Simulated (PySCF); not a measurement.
C9H8O2, SMILES CC(=O)c1ccccc1C=O (GFN2-xTB optimised geometry):

```
19

C     -1.917    -2.118    -1.287
C     -1.486    -1.604     0.062
O     -1.799    -2.103     1.110
C     -0.710    -0.317     0.000
C     -1.390     0.892    -0.005
C     -0.691     2.088    -0.013
C      0.697     2.090    -0.010
C      1.385     0.893     0.000
C      0.691    -0.317     0.000
C      1.408    -1.595    -0.021
O      0.888    -2.670    -0.183
H     -2.503    -3.025    -1.167
H     -2.507    -1.356    -1.792
H     -1.040    -2.329    -1.893
H     -2.470     0.896     0.009
H     -1.231     3.023    -0.016
H      1.236     3.025    -0.011
H      2.465     0.882     0.002
H      2.503    -1.501     0.111
```

Calculation: PBE0/def2-SVP in PySCF.

**Question.** What are the frontier orbital energies and the dipole moment?

**Answer.** HOMO-2 -7.90 eV, HOMO-1 -7.71 eV, HOMO -7.07 eV, LUMO -2.03 eV, LUMO+1 -0.74 eV; dipole moment 4.79 D.

Meta-Löwdin charges at PBE0/def2-SVP: C1 -0.34, C2 0.38, O3 -0.38, C4 0.00, C5 -0.11, C6 -0.08, C7 -0.11, C8 -0.09, C9 -0.05, C10 0.26, O11 -0.37, H12 0.12, H13 0.11, H14 0.13, H15 0.11, H16 0.12, H17 0.12, H18 0.11, H19 0.07.
